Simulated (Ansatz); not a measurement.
`[O+]#[C][Ru-5]([C]#[O+])([C]#[O+])([C]#[O+])[n+]1ccccc1`. The species carries charge 0 and has multiplicity 1. Ru: def2 effective core potential. The structure was optimised at the PBE0-D4/def2-TZVP level. It is one conformer, not always the lowest.

```xyz
20

O    -0.117   -2.368   -2.687
C     0.048   -2.174   -1.579
Ru    0.324   -1.817    0.296
C     2.094   -2.464    0.157
O     3.114   -2.986    0.106
C    -1.127   -2.948    0.724
O    -1.912   -3.741    0.989
C     0.601   -1.465    2.171
O     0.762   -1.241    3.275
N    -0.069    0.384   -0.062
C     0.929    1.218   -0.365
C     0.732    2.568   -0.592
C    -0.550    3.081   -0.502
C    -1.587    2.219   -0.188
C    -1.304    0.882    0.023
H     1.915    0.775   -0.425
H     1.578    3.198   -0.834
H    -0.738    4.134   -0.673
H    -2.608    2.569   -0.106
H    -2.085    0.174    0.271
```

Task: What is the dipole moment at B3LYP/def2-TZVPP? (Estimate.)

Result: Ansatz gave: 7.72 D, with components (-1.34, 7.50, -1.22) D in this frame, pointing from negative to positive charge.

Task: And with PBE, r2SCAN, ωB97M-V? (An estimate is asked.)

Result: Ansatz gave: PBE 7.60 D, r2SCAN 7.75 D, ωB97M-V 7.52 D.

Task: Give the Mulliken charges with B3LYP, r2SCAN, PBE in def2-TZVPP. (Estimate.)

Result: Computed: 
```tsv
atom	B3LYP	r2SCAN	PBE
O1	-0.06	-0.10	-0.03
C2	0.03	0.04	0.00
Ru3	0.03	0.08	-0.07
C4	-0.02	0.01	-0.03
O5	-0.10	-0.14	-0.06
C6	-0.02	0.01	-0.03
O7	-0.10	-0.14	-0.06
C8	0.03	0.04	0.00
O9	-0.06	-0.10	-0.03
N10	-0.14	-0.15	-0.04
C11	0.02	0.08	0.00
C12	-0.13	-0.11	-0.09
C13	-0.08	-0.04	-0.09
C14	-0.13	-0.11	-0.09
C15	0.02	0.08	0.00
H16	0.14	0.11	0.12
H17	0.14	0.11	0.13
H18	0.15	0.11	0.13
H19	0.14	0.11	0.13
H20	0.14	0.11	0.12
```

B3LYP here is the variant with VWN-RPA as its local correlation; programs differ in this.
